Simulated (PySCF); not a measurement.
**Excited states of Xe⁴²⁺ (xenon, charge +42)**

Ground state [Ne] 3s2, ¹S. All numbers are calculated (PySCF 2.14, scalar relativity by spin-free X2C-1e, in an uncontracted even-tempered set (20 s from 1.34 bohr⁻², ratio 2.5; 14 p from 1.76 bohr⁻², ratio 2.5; 7 d from 2.03 bohr⁻², ratio 2.7; 4 f from 60 bohr⁻², ratio 2.7)). Vertical excitation energies in eV without spin-orbit coupling; excited terms of each kind are numbered among those the solver found. Frozen: 1s2.

| term | leading excitation | EOM-EE-CCSD |
| --- | --- | --- |
| 1 3P° | 3s → p | 144.32 |
| 1 1P° | 3s → p | 179.46 |
| 1 3D | 3s → d | 328.91 |
| 1 1D | 3s → d | 361.37 |

The spin-orbit splitting of the hole, absent here, rivals or exceeds the spacing of these terms, so the LS terms are model states.

Only the lower part of the computed list is shown. Doubly excited terms such as np² are absent. The solver can miss terms. The 25 highest virtual orbitals were dropped.
